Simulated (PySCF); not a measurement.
Levels of Ho⁶²⁺ from EOM-EA-GCCSD

Reference: closed-shell Ho⁶³⁺, [He] 2s2; one electron is added. Calculated with PySCF 2.14, two-component X2C-1e with screened spin-orbit coupling, an uncontracted even-tempered set (17 s from 11 bohr⁻², ratio 2.6; 13 p from 15 bohr⁻², ratio 2.6; 7 d from 15 bohr⁻², ratio 2.8; 4 f from 280 bohr⁻², ratio 2.8); frozen nothing; the 30 highest virtual spinors dropped; of the others 50 kept and the rest restored at second order. No Breit or QED terms. Binding energies in eV.

```json
{"level": "2p1/2", "Koopmans": "15012.6"}
{"level": "2p3/2", "Koopmans": "14069.4"}
```

Task: How does correlation move these levels?

Result: 2p1/2: second order 15011.4, EOM-CCSD 15007.5; 2p3/2: second order 14070.4, EOM-CCSD 14070.2.

For comparison, the ionisation energy of Ho⁶²⁺ is 14998 ± 15 eV (theoretical estimate listed by NIST; NIST Atomic Spectra Database, ionization energies).

Only part of the computed levels is shown.
